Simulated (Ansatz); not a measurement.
Consider the substitution at a C–O bond: `COC(=O)C(C)(C)C` + `OC1N[SiH2]1` → `CN1[SiH2]C1O` + `CC(C)(C)C(=O)O`.

Isolated molecules relaxed with PBE0-D4/def2-TZVP in Ansatz; ΔE leaves out vibrations. CBS: MP2 limit from def2 TZ/QZ plus the TZ coupled-cluster correction, frozen cores. One conformer a species, not always the lowest.

```csv
species,MP2/def2-TZVPP energy (Eh)
`COC(=O)C(C)(C)C`,-385.58964
`OC1N[SiH2]1`,-459.78871
`CN1[SiH2]C1O`,-499.00478
`CC(C)(C)C(=O)O`,-346.38430
```

Task: Work out ΔE.

Result: ΔE = (-499.00478) + (-346.38430) − (-385.58964) − (-459.78871) = -0.01073 Eh = -28.2 kJ/mol. CCSD(T)/CBS gives -24.1 kJ/mol.

Largest T1 diagnostic among the species: 0.013.

In def2-TZVPP, CCSD(T) changes the Hartree–Fock value by −4.8 kJ/mol (the triples alone add −0.5 kJ/mol) and MP2 by −9.5 kJ/mol.
